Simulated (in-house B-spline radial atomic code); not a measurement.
K⁻. Computed with a B-spline radial atomic code. Model: all-electron spherical atom, spin shells full or empty, radial basis limit, no spin-orbit coupling: exact exchange with a local potential (Slater, KLI or optimised effective potential, whose far tail is KLI's), no correlation.

Anion configuration assumed.

The run also made RPA and GW results, which its time includes.

The Slater potential averages the orbital exchange potentials with the orbital densities as weights, KLI adds orbital constants, and the optimised effective potential minimises the exact-exchange energy among local potentials. So their energies lie above Hartree-Fock in the order OEP, KLI, Slater. All fall off as −1/r, unlike LDA and GGA exchange.

Command:
```bash
python run_gw.py task.json out
```
Settings (nuclear radius in fm, other lengths in bohr, energies in hartree):
```
Z                      19
electrons              20
configuration          [Ar] 4s2
hamiltonian            x2c
method                 slater
lmax                   9
rms_radius             3.4349
spin_polarised         False
box_radius             60
intervals              112
ion_configuration      [Ar] 4s1
```

Cost of the run: 23 s on 1 thread of Arm Neoverse N1, on a shared host.

Given: hamiltonian one-electron scalar X2C; mean-field start Slater potential.

Computed: energy above Hartree-Fock 155.52 millihartree.

```json
{"radius (bohr)": "0.00263", "r times exchange potential (hartree bohr)": "-0.0515"}
{"radius (bohr)": "0.00336", "r times exchange potential (hartree bohr)": "-0.065716"}
{"radius (bohr)": "0.00428", "r times exchange potential (hartree bohr)": "-0.083563"}
{"radius (bohr)": "0.00546", "r times exchange potential (hartree bohr)": "-0.1063"}
{"radius (bohr)": "0.00696", "r times exchange potential (hartree bohr)": "-0.13492"}
{"radius (bohr)": "0.00888", "r times exchange potential (hartree bohr)": "-0.17101"}
{"radius (bohr)": "0.0113", "r times exchange potential (hartree bohr)": "-0.21546"}
{"radius (bohr)": "0.0144", "r times exchange potential (hartree bohr)": "-0.2705"}
{"radius (bohr)": "0.0184", "r times exchange potential (hartree bohr)": "-0.33799"}
{"radius (bohr)": "0.0235", "r times exchange potential (hartree bohr)": "-0.41776"}
{"radius (bohr)": "0.0299", "r times exchange potential (hartree bohr)": "-0.50757"}
{"radius (bohr)": "0.0382", "r times exchange potential (hartree bohr)": "-0.60711"}
{"radius (bohr)": "0.0487", "r times exchange potential (hartree bohr)": "-0.70732"}
{"radius (bohr)": "0.0621", "r times exchange potential (hartree bohr)": "?"}
{"radius (bohr)": "0.0792", "r times exchange potential (hartree bohr)": "-0.86314"}
{"radius (bohr)": "0.101", "r times exchange potential (hartree bohr)": "-0.88275"}
{"radius (bohr)": "0.129", "r times exchange potential (hartree bohr)": "-0.86633"}
{"radius (bohr)": "0.164", "r times exchange potential (hartree bohr)": "-0.89916"}
{"radius (bohr)": "0.209", "r times exchange potential (hartree bohr)": "-1.0329"}
{"radius (bohr)": "0.267", "r times exchange potential (hartree bohr)": "-1.2107"}
{"radius (bohr)": "0.341", "r times exchange potential (hartree bohr)": "-1.3546"}
{"radius (bohr)": "0.434", "r times exchange potential (hartree bohr)": "-1.4093"}
{"radius (bohr)": "0.554", "r times exchange potential (hartree bohr)": "-1.3097"}
{"radius (bohr)": "0.707", "r times exchange potential (hartree bohr)": "-1.0862"}
{"radius (bohr)": "0.901", "r times exchange potential (hartree bohr)": "-1.1413"}
{"radius (bohr)": "1.15", "r times exchange potential (hartree bohr)": "-1.3188"}
{"radius (bohr)": "1.47", "r times exchange potential (hartree bohr)": "-1.4207"}
{"radius (bohr)": "1.87", "r times exchange potential (hartree bohr)": "-1.3986"}
{"radius (bohr)": "2.38", "r times exchange potential (hartree bohr)": "-1.2236"}
{"radius (bohr)": "3.04", "r times exchange potential (hartree bohr)": "-0.90703"}
{"radius (bohr)": "3.88", "r times exchange potential (hartree bohr)": "-0.79318"}
{"radius (bohr)": "4.94", "r times exchange potential (hartree bohr)": "-0.84686"}
{"radius (bohr)": "6.3", "r times exchange potential (hartree bohr)": "-0.91319"}
{"radius (bohr)": "8.04", "r times exchange potential (hartree bohr)": "-0.95914"}
{"radius (bohr)": "10.3", "r times exchange potential (hartree bohr)": "?"}
{"radius (bohr)": "13.1", "r times exchange potential (hartree bohr)": "-0.99519"}
{"radius (bohr)": "16.7", "r times exchange potential (hartree bohr)": "-0.99889"}
```

**Question.** What belongs in the row 0.0621?

**Answer.** r times exchange potential (hartree bohr): -0.79816.

**Question.** What belongs in the row 10.3?

**Answer.** r times exchange potential (hartree bohr): -0.98447.

| occupied | level (hartree) | Hartree-Fock level (hartree) |
| --- | --- | --- |
| 1s | -132.24 | -134.02 |
| 2s | -13.816 | -14.481 |
| 2p | -11.163 | -11.404 |
| 3s | ? | ? |
| 3p | -0.77582 | -0.83309 |
| 4s | -0.015888 | -0.010371 |

**Question.** What belongs in the row 3s?

**Answer.** level (hartree): -1.3892; Hartree-Fock level (hartree): -1.6409.

The highest level, 4s, differs from Hartree-Fock by -0.15 eV and the deepest, 1s, by +48.2 eV: the Slater potential lacks the response part and is deeper than the optimised one throughout, so the top level comes too deep.
